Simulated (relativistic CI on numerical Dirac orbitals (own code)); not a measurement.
# Ni XX: q coefficients and field-shift factors

Computed by Dirac-Coulomb-Breit CI, separate exchange-only KLI orbitals for each configuration, derivatives by finite differences, unscaled Slater integrals, QED left out (own radial code, finite nucleus).

CI space (outside the closed core 1s2): 2s2.2p5, 2s.2p6, 2p6.3s, 2p6.3p, 2s2.2p4.3s, 2p6.3d, 2s2.2p4.3p, 2s2.2p4.3d. Levels of other configurations are missing.

With x = (α/α₀)² − 1 an excitation energy changes as ω = ω₀ + qx; K = 2q/ω₀ is the relative enhancement. Terms are leading LS components, so labels can repeat. The field-shift factor is F = δν/δ⟨r²⟩ for the transition from the lowest level.

Lowest level 2s2.2p5 2P°_3/2.

```tsv
Level	ω₀ (cm⁻¹)	q (cm⁻¹)	K	F (GHz/fm²)
2s2.2p5 2P°_1/2	143511	146700	2.04	-0.382
2s.2p6 2S_1/2	1218060	181700	0.298	-124
2s2.2p4.3s 4P_5/2	7508293	-48090	-0.0128	40.3
2s2.2p4.3s 2P_3/2	7538280	-48300	-0.0128	40.1
2s2.2p4.3s 4P_1/2	7606940	3288	0.000864	39.4
2s2.2p4.3s 4P_3/2	7642631	90020	0.0236	39.9
2s2.2p4.3s 2P_1/2	7667872	82340	0.0215	39.6
2s2.2p4.3s 2D_5/2	7731700	79510	0.0206	39.9
2s2.2p4.3s 2D_3/2	7737141	84550	0.0219	39.9
2s2.2p4.3p 4P°_3/2	7786729	-37100	-0.00953	9.85
2s2.2p4.3p 4P°_5/2	7791975	-28670	-0.00736	9.83
2s2.2p4.3p 4D°_7/2	7827549	-5135	-0.00131	9.76
2s2.2p4.3p 2D°_5/2	7828578	-12660	-0.00323	9.79
2s2.2p4.3p 2P°_1/2	7828685	-7914	-0.00202	9.69
2s2.2p4.3p 4D°_1/2	7890143	8047	0.00204	9.04
2s2.2p4.3p 2D°_3/2	7897603	36140	0.00915	9.68
2s2.2p4.3p 4P°_1/2	7912424	97730	0.0247	9.51
2s2.2p4.3p 4D°_3/2	7919702	53980	0.0136	9.09
2s2.2p4.3s 2S_1/2	7922878	201600	0.0509	36.6
2s2.2p4.3p 2P°_3/2	7950050	89410	0.0225	9.39
2s2.2p4.3p 4D°_5/2	7953499	135500	0.0341	9.39
2s2.2p4.3p 2S°_1/2	7975236	132000	0.0331	9.35
2s2.2p4.3p 2D°_3/2	7978457	128300	0.0322	9.39
```

At this charge energies of transitions that change n are usually good to better than 1 %, and those within a shell (Δn = 0) to a few per cent.
